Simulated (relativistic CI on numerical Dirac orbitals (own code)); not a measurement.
**Electric-dipole lines of Ga²⁸⁺**

Method of calculation: Dirac-Coulomb-Breit CI, KLI orbitals optimised for each configuration, QED by a radiative potential, unscaled Slater integrals (own radial code, finite nucleus).

Configurations in the expansion (outside the closed core 1s2): 2s, 2p, 3s, 3p, 3d, 4s, 4p, 4d, 4f, 5s, 5p, 5d, 5f, 5g, 6s, 6p, 6d. Levels of other configurations are missing.

```csv
λ vac (Å),Lower,Upper,A (s⁻¹),gf,Branching (%)
5.7035,2p 2P°_3/2 [3],4d 2D_5/2 [13],1.50e+13,4.38e-01,75.1
7.2861,2s 2S_1/2 [1],3p 2P°_3/2 [6],1.54e+13,4.90e-01,99.9
7.5233,2p 2P°_1/2 [2],3d 2D_3/2 [7],3.94e+13,1.34e+00,83.6
7.6672,2p 2P°_3/2 [3],3d 2D_5/2 [8],4.63e+13,2.45e+00,99.9
15.047,3p 2P°_3/2 [6],5d 2D_5/2 [20],2.42e+12,4.94e-01,23.3
15.158,3d 2D_3/2 [7],5f 2F°_5/2 [21],3.03e+12,6.26e-01,59.4
15.211,3d 2D_5/2 [8],5f 2F°_7/2 [22],3.22e+12,8.93e-01,63.5
21.054,3s 2S_1/2 [4],4p 2P°_3/2 [11],2.01e+12,5.35e-01,22.0
21.569,3p 2P°_1/2 [5],4d 2D_3/2 [12],4.13e+12,1.15e+00,20.3
21.903,3p 2P°_3/2 [6],4d 2D_5/2 [13],4.96e+12,2.14e+00,24.8
22.137,3d 2D_3/2 [7],4f 2F°_5/2 [14],9.16e+12,4.04e+00,93.0
22.237,3d 2D_5/2 [8],4f 2F°_7/2 [15],9.76e+12,5.79e+00,99.6
46.719,4p 2P°_1/2 [10],5d 2D_3/2 [19],8.53e+11,1.12e+00,8.0
47.354,4p 2P°_3/2 [11],5d 2D_5/2 [20],1.03e+12,2.09e+00,10.0
47.805,4d 2D_3/2 [12],5f 2F°_5/2 [21],1.71e+12,3.52e+00,33.5
47.991,4d 2D_5/2 [13],5f 2F°_7/2 [22],1.83e+12,5.05e+00,36.1
48.016,4f 2F°_5/2 [14],5g 2G_7/2 [23],2.91e+12,8.05e+00,96.2
48.103,4f 2F°_7/2 [15],5g 2G_9/2 [24],3.01e+12,1.04e+01,99.8
86.162,5p 2P°_1/2 [17],6d 2D_3/2 [28],2.54e+11,1.13e+00,4.1
87.237,5p 2P°_3/2 [18],6d 2D_5/2 [29],3.11e+11,2.13e+00,5.1
```

Terms are leading LS components. Brackets give the number of a level in order of energy, since labels repeat. The list gives strong lines, with weight on those to low levels, without lines whose two gauges differ by over a factor of 2.5. Levels whose partners in the same complex of configurations lie outside the list can be far off, and so can their lines. Rates are taken at the computed energies, electric ones in the length gauge.

At this charge energies of transitions that change n are usually good to better than 1 %, and those within a shell (Δn = 0) to a few per cent.

Question: From the table, what is the radiative lifetime of 4d 2D_5/2?

Answer: The listed rates from this level add up to about 1.99e+13 s⁻¹, 100 % of its decay; with all channels τ = 5.01e-14 s.
